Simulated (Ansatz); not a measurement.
Stepwise reaction of `[CH3][Al]([Br])[Br]` with hydrogen sulfide, as a gas-phase model of exchange steps in deposition or etching. ΔE in kJ/mol.

Isolated molecules relaxed with PBE0-D4/def2-TZVP in Ansatz; ΔE leaves out vibrations. CBS: MP2 limit from def2 TZ/QZ plus the TZ coupled-cluster correction, frozen cores. This one scheme is used for every species. Functionals use def2-TZVPP. B3LYP here is the variant with VWN-RPA as its local correlation; programs differ in this. For Br outer-core shells are correlated without core-valence functions, which leaves a few kJ/mol of doubt a bond. Scalar relativity is left out up to krypton. Each species was taken in one conformer, which may not be the lowest.

| step | reaction | PBE-D4 | B3LYP-D4 | ωB97M-V | CCSD(T)/CBS |
| --- | --- | --- | --- | --- | --- |
| 1 | `[CH3][Al]([Br])[Br]` + H₂S → `[CH3][Al]([SH])[Br]` + HBr | 42.1 | 46.9 | 48.3 | 49.0 |
| 2 | `[CH3][Al]([SH])[Br]` + H₂S → `[CH3][Al]([SH])[SH]` + HBr | 46.5 | 51.5 | 53.0 | 53.3 |

**Question.** By hand: ΔE of the 2 steps together at CCSD(T)/CBS.

**Answer.** (49.0) + (53.3) = 102.3 kJ/mol, or 51.1 kJ/mol a step.

In ΔE the steps differ by no more than 4.3 kJ/mol. All are uphill at CCSD(T)/CBS. PBE-D4 differs from CCSD(T)/CBS by -6.9 to -6.8 kJ/mol a step. Isolated molecules leave out the surface, adducts and barriers. Largest T1 diagnostic: 0.011.
